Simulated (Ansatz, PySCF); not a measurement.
Gas-phase reaction in SMILES: C[C](F)F -> C[C-](F)F (an electron is taken up)
Structures are relaxed separately at B3LYP-D3(BJ)/def2-TZVP in Ansatz (a program for electronic structure).

Quantity: adiabatic electron affinity (0 K, with B3LYP-D3(BJ) harmonic zero-point energies from PySCF), positive where the reaction releases energy, in eV. Correlated levels leave the core frozen unless marked. Open shells are spin-unrestricted. No spin-orbit coupling. Non-relativistic unless marked X2C. Anions need diffuse functions: aug- sets have them; def2-D sets add few; the other sets have none. Basis-set limits of correlation are two-point, X^-3; Hartree-Fock from the larger set.

| level | program | adiabatic electron affinity (eV) |
|---|---|---|
| HF/6-31G | Ansatz | -0.62 |
| HF/aug-cc-pVTZ | Ansatz | -0.79 |
| B3LYP-D3(BJ)/def2-TZVPD | Ansatz + dftd3 | 0.72 |
| BHLYP-D4/def2-TZVPD | Ansatz + dftd4 | 0.38 |

**Question.** Predict the CCSD(T)/CBS(aug-cc-pVTZ,aug-cc-pVQZ) result (Ansatz).

**Answer.** 0.74 eV, so BHLYP-D4/def2-TZVPD differs from it by -0.36 eV.
